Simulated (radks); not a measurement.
Values are calculated unless marked as measured or tabulated.
Valence configurations of neutral lutetium (all share [Xe]). Level of theory: Dirac Kohn-Sham, PBEsol, spin-unpolarised, spherical densities, finite nucleus; open shells fill j = l - 1/2 first; Fermi nuclear charge, rms radius 5.37 fm (a radial shooting solver on a logarithmic mesh with Libxc functionals). Order these by energy: 4f13 5d2 6s2; 4f12 5d3 6s2; 4f14 5d1 6s1.5 6p0.5; 4f13 5d1 6s2 6p1; 4f14 5d1 6s2; 4f13.5 5d1.5 6s2; 4f14 5d2 6s1; 4f12 5d1 6s2 6p2; 4f14 5d3; 4f14 5d1 6s1 6p1.

Answer. From the lowest, in eV above it: 4f14 5d1 6s2 0.000; 4f14 5d1 6s1.5 6p0.5 1.562; 4f14 5d2 6s1 2.863; 4f14 5d1 6s1 6p1 3.157; 4f13.5 5d1.5 6s2 4.163; 4f14 5d3 5.888; 4f13 5d2 6s2 9.796; 4f13 5d1 6s2 6p1 11.785; 4f12 5d3 6s2 25.781; 4f12 5d1 6s2 6p2 33.645. NIST lists [Xe] 4f14 5d1 6s2 as the ground configuration; this level of theory agrees among the configurations tried. The energies are those of spherical spin-averaged densities, not of single terms.
